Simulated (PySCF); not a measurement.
## Correlation energy of S- (sulfur, charge -1)

[Ne] 3s2 3p5, 2P determinant. All numbers are calculated (PySCF 2.14, the non-relativistic Hamiltonian (point nucleus), in def2-TZVPPD (6s6p4d1f, 51 functions)). Frozen: 1s2; 15 electrons correlated.

```csv
level,correlation energy (mhartree)
CCSD,-328.73
(T),-9.16
CCSD(T),-337.89
```

Diagnostics: T1 = 0.0079, D1 = 0.0288, largest double amplitude 0.040.

Cost of the coupled-cluster step: roughly 16 core-seconds, for 15 correlated electrons.

This basis was not built for core-valence correlation, so the inner-shell part is incomplete.
